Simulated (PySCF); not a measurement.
## Bond length, frequency and bond energy of CsNa⁺ by level of theory

State: ²Σ⁺ (doublet), unpaired electrons σ ↑. Set-up: Cs def2-SVPD with ECP46, Na def2-SVPD; scalar-relativistic core potentials (PySCF 2.14). De refers to Cs⁺ + Na in their ground configurations, without counterpoise correction. The functionals are run spin-unrestricted. A positive dipole points towards Na; it is taken about the centre of mass and depends on that origin. Levels whose curve was spin-contaminated or gave no clean fit are not listed.

| Level | Re (Å) | ωe (cm⁻¹) | De (eV) | μ (D) |
| --- | --- | --- | --- | --- |
| UHF | 4.814 | 58.1 | 0.302 | 2.39 |
| UHF-MP2 | 4.662 | 61.4 | 0.360 | n/a |
| UHF-SCS-MP2 | 4.686 | 60.7 | 0.350 | n/a |
| UHF-CCSD | 4.633 | 62.3 | 0.373 | n/a |
| UHF-CCSD(T) | 4.628 | 62.4 | 0.375 | n/a |
| PBE | 4.553 | 60.3 | 0.413 | 3.15 |
| TPSS | 4.594 | 63.2 | 0.419 | 3.30 |
| r²SCAN | 4.536 | 64.0 | 0.378 | 2.75 |
| PBE0 | 4.555 | 62.8 | 0.392 | 2.95 |
| r²SCAN0 | 4.510 | 65.5 | 0.382 | 2.75 |
| ωB97X | 4.723 | 61.1 | 0.309 | 2.90 |

Question: Which functional lies closest to UHF-CCSD(T) in De, which farthest, and by how much do they differ from it?

Answer: Closest is r²SCAN (-9.2 pm in Re, +2.6 % in ωe, +0.00 eV in De against UHF-CCSD(T) in the same basis), farthest ωB97X (+9.5 pm in Re, -2.1 % in ωe, -0.07 eV in De). CCSD(T) converges more slowly with the basis than the functionals do and binds too weakly in this one, so the order can change at the basis-set limit.

Question: What does a quarter of exact exchange do here, going from PBE to PBE0?

Answer: PBE0 less PBE: +0.2 pm in Re, +4.1 % in ωe, -0.02 eV in De. Exact exchange removes part of the self-interaction that spreads semilocal densities, and in most molecules shortens and stiffens the bond and lowers De; here Re goes the other way.

Question: What does the step from GGA to meta-GGA do here, going from PBE to r²SCAN?

Answer: r²SCAN less PBE: -1.7 pm in Re, +6.1 % in ωe, -0.03 eV in De. 

Correlated steps freeze 1 core orbital. The bond is weak. Basis-set superposition, not corrected here, can be much of De in a small basis, most of all at correlated wavefunction levels. Spin–orbit coupling is left out. For an ion De counts to the pair picked by the measured ionisation energies or electron affinities, which need not be the lowest pair at this level. The state is the lowest determinant that a PBE0 search found; another state may lie lower at other levels.
